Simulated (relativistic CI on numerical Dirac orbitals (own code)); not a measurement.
**Level scheme of Se²²⁺**

Computed by Dirac-Coulomb-Breit CI, separate exchange-only KLI orbitals for each configuration, a model potential for QED, unscaled Slater integrals (own radial code, finite nucleus).

Configurations in the expansion (outside the closed core [Ne]): 3s2, 3s 3p, 3p2, 3s 3d, 3d2, 3p 3d, 3p 4s, 3d 4s, 3s 4s, 3s 4p, 3s 4d, 3s 4f, 3s 5s, 3s 5p, 3s 5d, 4s2. Levels of other configurations are missing.

```
No.  Configuration  Term  J   E (eV)    %  Next component (%)  Lifetime (s)
  1            3s2    1S  0    0.000   98            2 3p2 1S              
  2          3s 3p   3P°  0   44.203  100                                  
  3          3s 3p   3P°  1   46.507   96               3 1P°      2.44e-09
  4          3s 3p   3P°  2   53.694  100                          3.91e-04
  5          3s 3p   1P°  1   71.080   94               3 3P°      2.18e-11
  6            3p2    3P  0  106.182   89               10 1S      3.22e-11
  7            3p2    1D  2  111.611   61               24 3P      8.09e-11
  8            3p2    3P  1  112.415  100                          2.62e-11
  9            3p2    3P  2  120.879   75               17 1D      2.78e-11
 10          3s 3d    3D  1  133.002  100                          2.26e-11
 11          3s 3d    3D  2  133.643  100                          2.42e-11
 12          3s 3d    3D  3  134.673  100                          2.85e-11
 13            3p2    1S  0  134.677   86               11 3P      2.22e-11
 14          3s 3d    1D  2  149.986   77           22 3p2 1D      1.31e-11
 15          3p 3d   3F°  2  180.419   81              17 1D°      8.33e-11
 16          3p 3d   3F°  3  185.113   93               5 3D°      7.98e-11
 17          3p 3d   1D°  2  187.548   56              21 3P°      2.73e-11
 18          3p 3d   3F°  4  191.355  100                          7.12e-11
 19          3p 3d   3D°  1  191.534   74              21 3P°      1.40e-11
 20          3p 3d   3D°  2  194.407   44              26 3P°      1.70e-11
 21          3p 3d   3D°  3  198.186   91               6 3F°      1.40e-11
 22          3p 3d   3P°  0  198.723  100                          1.55e-11
 23          3p 3d   3P°  1  198.795   77              23 3D°      1.50e-11
 24          3p 3d   3P°  2  199.186   53              44 3D°      1.54e-11
 25          3p 3d   1F°  3  211.037   95               4 3D°      1.33e-11
 26          3p 3d   1P°  1  213.859   92               3 3D°      1.37e-11
 27            3d2    3F  2  268.694   98                2 1D      1.32e-11
 28            3d2    3F  3  269.835  100                          1.45e-11
 29            3d2    3F  4  271.083   99                1 1G      1.61e-11
 30            3d2    1D  2  275.778   58               40 3P      1.17e-11
 31            3d2    3P  0  275.849   99                1 1S      1.09e-11
 32            3d2    3P  1  276.352  100                          1.14e-11
 33            3d2    3P  2  277.776   59               40 1D      1.32e-11
 34            3d2    1G  4  278.050   99                1 3F      2.20e-11
 35            3d2    1S  0  293.181   97            2 3p2 1S      9.18e-12
 36          3s 4s    3S  1  462.771  100                          7.34e-13
 37          3s 4s    1S  0  468.228  100                          8.25e-13
 38          3s 4p   3P°  0  485.555   99         1 3p 4s 3P°      3.28e-12
 39          3s 4p   3P°  1  485.765   71              27 1P°      1.17e-12
 40          3s 4p   3P°  2  489.286   99         1 3p 4s 3P°      3.51e-12
 41          3s 4p   1P°  1  489.327   67              28 3P°      6.53e-13
 42          3p 4s   3P°  0  516.776   99         1 3s 4p 3P°      1.12e-12
 43          3s 4d    3D  1  517.065  100                          4.62e-13
 44          3s 4d    3D  2  517.247   92                8 1D      4.63e-13
 45          3s 4d    3D  3  517.795  100                          4.57e-13
 46          3p 4s   3P°  1  517.967   81              17 1P°      9.96e-13
 47          3s 4d    1D  2  518.593   92                8 3D      4.85e-13
 48          3p 4s   3P°  2  526.472   99         1 3s 4p 3P°      1.15e-12
 49          3p 4s   1P°  1  529.425   78              18 3P°      6.83e-13
 50          3s 4f   3F°  2  532.754  100                          2.11e-13
 51          3s 4f   3F°  3  532.859  100                          2.11e-13
 52          3s 4f   3F°  4  533.019  100                          2.12e-13
 53          3s 4f   1F°  3  536.605  100                          2.11e-13
 54          3d 4s    3D  1  597.013  100                          7.79e-13
 55          3d 4s    3D  2  597.379   87               13 1D      7.88e-13
 56          3d 4s    3D  3  598.752  100                          7.81e-13
 57          3d 4s    1D  2  599.951   87               13 3D      8.59e-13
 58          3s 5s    3S  1  663.052  100                          9.50e-13
 59          3s 5s    1S  0  664.957  100                          1.03e-12
 60          3s 5p   3P°  0  674.229  100                          2.19e-12
 61          3s 5p   3P°  1  674.432   82              18 1P°      1.50e-12
 62          3s 5p   3P°  2  676.049  100                          2.39e-12
 63          3s 5p   1P°  1  676.686   82              18 3P°      7.66e-13
 64          3s 5d    3D  1  689.332  100                          6.13e-13
 65          3s 5d    3D  2  689.433   94                6 1D      6.13e-13
 66          3s 5d    3D  3  689.706  100                          6.11e-13
 67          3s 5d    1D  2  690.229   94                6 3D      6.28e-13
 68            4s2    1S  0  939.927  100                          3.61e-13
```

Energies count from the lowest computed level; ° marks odd parity; lifetimes are radiative, by E1, M1, E2, M2 decay to levels of this space only; some are left blank where a channel outside the calculation adds to the decay or the decay crosses a small, uncertain gap.

The mean weight of the leading LS term, summed over parents, in these 68 levels is 90 %, and that of the leading jj configuration (from the same eigenvectors) 88 %.

At this charge energies of transitions that change n are usually good to better than 1 %, and those within a shell (Δn = 0) to a few per cent.

LS names give the leading component of a level, which can be under half, so a name can repeat, a term be missing and a line seem to break the LS rules.
